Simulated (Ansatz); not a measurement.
Two isomers of C3H6FNSi: A = `FC1=NCC[SiH2]1`, B = `C[C@@H]1C=N[Si@H]1F`.

Calculated with Ansatz (gas phase, PBE0-D4/def2-TZVP geometries, no zero-point term in ΔE). CCSD(T)/CBS adds triple-zeta CCSD(T) − MP2 to the extrapolated MP2 energy (def2 sets, frozen cores). Functionals use def2-TZVPP. B3LYP here is the variant with VWN-RPA as its local correlation; programs differ in this.

**Question.** Which is lower in electronic energy at CCSD(T)/CBS, and by how much? (Estimate.)

**Answer.** Computed: B, by 181.9 kJ/mol.

**Question.** Give E(B) − E(A) in kJ/mol with CCSD/def2-TZVPP, CCSD(T)/def2-TZVPP, BLYP-D4, PBE0-D4, ωB97M-V, CCSD(T)/def2-SVP, B3LYP. (Estimate.)

**Answer.** The calculation gave: CCSD/def2-TZVPP -180.8, CCSD(T)/def2-TZVPP -177.7, BLYP-D4 -156.6, PBE0-D4 -160.2, ωB97M-V -173.8, CCSD(T)/def2-SVP -147.4, B3LYP -167.6. None reverses the order clearly.

**Question.** Does the order hold for the free energy at 298.15 K (harmonic terms from PBE0-D4)? (An estimate is asked.)

**Answer.** Computed: Yes: G(B) − G(A) = -179.1 kJ/mol.

Largest T1 diagnostic: 0.013.

From BLYP to BHLYP (50 % exact exchange), in def2-TZVPP and without D4, E(B) − E(A) moves by −17.1 kJ/mol. Leaving LDA and LC-ωPBE aside and taking each functional with its dispersion term where it has one, the values, not all of them listed here, spread over 28.5 kJ/mol, from B97M-V to revPBE-D4. LDA lies +13.2 kJ/mol from PBE without D4.
